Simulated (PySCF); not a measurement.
F₃H₃SiSn. Atoms are numbered in the order given.

```xyz
8

F      1.5333    -0.8853    -1.0625
Sn     0.0000     0.0000    -0.2474
F      0.0000     1.7705    -1.0625
F     -1.5333    -0.8853    -1.0625
Si     0.0000     0.0000     2.3391
H      1.2425     0.7173     2.7698
H      0.0000    -1.4347     2.7698
H     -1.2425     0.7173     2.7698
```

Coordinates come from a PBE-D3(BJ)/def2-SVP optimisation. The def2 effective core potentials stand for the cores of Sn; spin–orbit coupling is left out.

The numbers are results of r2SCAN/def2-TZVP (PySCF), not measurements.

ESP charges are fitted to the potential on shells at 1.4 to 2.0 van der Waals radii. Atomic charges (e):

```json
[
 {"atom": "F1", "Mulliken": "-0.47", "Löwdin": "-0.26", "ESP fit": "-0.33"},
 {"atom": "Sn2", "Mulliken": "1.33", "Löwdin": "0.63", "ESP fit": "0.88"},
 {"atom": "F3", "Mulliken": "-0.47", "Löwdin": "-0.26", "ESP fit": "-0.33"},
 {"atom": "F4", "Mulliken": "-0.47", "Löwdin": "-0.26", "ESP fit": "-0.33"},
 {"atom": "Si5", "Mulliken": "0.02", "Löwdin": "0.17", "ESP fit": "-0.04"},
 {"atom": "H6", "Mulliken": "0.02", "Löwdin": "-0.01", "ESP fit": "0.05"},
 {"atom": "H7", "Mulliken": "0.02", "Löwdin": "-0.01", "ESP fit": "0.05"},
 {"atom": "H8", "Mulliken": "0.02", "Löwdin": "-0.01", "ESP fit": "0.05"}
]
```
